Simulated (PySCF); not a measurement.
Species: C3H10N2Si.
Geometry (PBE0-D3(BJ)/def2-SVP, Å), atoms numbered from 1 in this order:
```
atom  x, y, z in Å
C1    -1.778    0.187    0.229
C2    -0.309    0.062    0.591
C3     0.445   -0.897   -0.338
N4     1.857   -0.591   -0.199
Si5    2.084    1.095    0.154
N6     0.394    1.334    0.481
H7    -2.282   -0.791    0.273
H8    -1.887    0.599   -0.786
H9    -2.300    0.860    0.928
H10   -0.237   -0.351    1.621
H11    0.071   -0.754   -1.375
H12    0.226   -1.940   -0.052
H13    2.487   -1.153   -0.757
H14    3.029    1.324    1.298
H15    2.582    1.958   -0.969
H16    0.020    2.085    1.048
```

Level: PBE0/def2-SVPD in PySCF, non-relativistic, on one gas-phase PBE0-D3(BJ)/def2-SVP geometry that isn't relaxed in the solvent. The solvent is an IEF-PCM continuum (van der Waals radii × 1.2), and excitations are vertical TDDFT with non-equilibrium linear response and a frozen core. The model holds no explicit solvent molecules, cavitation or dispersion.

| run | E − E(gas) (kJ/mol) | HOMO (eV) | HOMO–LUMO gap (eV) | dipole (D) | lowest singlet (eV) | static polarisability (au) |
| --- | --- | --- | --- | --- | --- | --- |
| gas | 0.00 | -6.56 | 6.99 | 0.85 | 5.70 | 77.0 |
| P | -11.53 | -6.53 | 7.03 | 1.06 | 5.73 | 95.6 |
| Q | -16.69 | -6.55 | 7.06 | 1.14 | 5.75 | 105.0 |

The runs were made in chloroform and dimethylsulfoxide. Which run belongs to which solvent?

P = chloroform, Q = dimethylsulfoxide. The dielectric constants are 4.711 (chloroform), 46.83 (dimethylsulfoxide), and the energy falls further as ε rises. The optical constants n² used for the excitations are 2.09, 2.19 in the same order. In this model the ground state sees the solvent through ε alone.

How constant is the ratio of the lowering to (ε − 1)/(2ε + 1)?

| solvent | (ε − 1)/(2ε + 1) | E − E(gas) (kJ/mol) | ratio (kJ/mol) | polarisation term (kJ/mol) |
| --- | --- | --- | --- | --- |
| chloroform | 0.356 | -11.53 | -32.4 | -12.51 |
| dimethylsulfoxide | 0.484 | -16.69 | -34.5 | -18.81 |

The ratio changes by +6.4 % in size from chloroform to dimethylsulfoxide. The polarisation term is half the interaction of the solute with the induced surface charges.
